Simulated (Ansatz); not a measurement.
`CBCl` + ethanol → `CCOBCl` + CH₄ at 500 K and 1 bar (ligand exchange at a B–C bond).

Computed with Ansatz on PBE0-D4/def2-TZVP structures; ΔE is electronic, products minus reactants. CCSD(T)/CBS adds triple-zeta CCSD(T) − MP2 to the extrapolated MP2 energy (def2 sets, frozen cores). This one scheme is used for every species. Each species was taken in one conformer, which may not be the lowest.

```json
{"species": "`CBCl`", "CCSD(T)/CBS energy (Eh)": "-525.07110", "H − E (kJ/mol)": "160.2", "S (J/(mol·K))": "325.9"}
{"species": "`CCO`", "CCSD(T)/CBS energy (Eh)": "-154.88256", "H − E (kJ/mol)": "240.4", "S (J/(mol·K))": "310.3"}
{"species": "`CCOBCl`", "CCSD(T)/CBS energy (Eh)": "-639.54595", "H − E (kJ/mol)": "266.5", "S (J/(mol·K))": "393.3"}
{"species": "CH₄", "CCSD(T)/CBS energy (Eh)": "-40.46206", "H − E (kJ/mol)": "135.6", "S (J/(mol·K))": "206.8"}
```

H − E and S are ideal-gas, rigid-rotor, harmonic terms from PBE0-D4/def2-TZVP, for one conformer and one mirror image of each species. 1 Eh = 2625.50 kJ/mol, R = 8.31446 J/(mol·K).

Task: By hand: ΔE, ΔH, ΔS and ΔG.

Result: ΔE = (-639.54595) + (-40.46206) − (-525.07110) − (-154.88256) = -0.05435 Eh = -142.7 kJ/mol. Δ(H − E) = 266.5 + 135.6 − 160.2 − 240.4 = 1.5, so ΔH = -141.2 kJ/mol. ΔS = 393.3 + 206.8 − 325.9 − 310.3 = -36.1 J/(mol·K). ΔG = -141.2 − 500 × (-36.1)/1000 = -123.1 kJ/mol.

Task: By hand: the equilibrium constant, and the temperature at which ΔG would vanish if ΔH and ΔS stayed fixed.

Result: log₁₀ K = −ΔG/(RT ln 10) = 12.9. ΔG = 0 at ΔH/ΔS = 3911 K, far beyond where these terms or the molecules hold.

ΔH outweighs TΔS. A doubt of 5 kJ/mol in ΔE shifts log₁₀ K by 0.5 here. Other conformers and mirror images would add mixing entropy, several J/(mol·K) or more a flexible species. Modes under 60 cm⁻¹, often nearly free rotors, make the harmonic entropy too high. These are equilibria of isolated gas molecules and say nothing of rates. Largest T1 diagnostic: 0.012 (customary marks: 0.02 for closed shells, 0.045 for open ones).
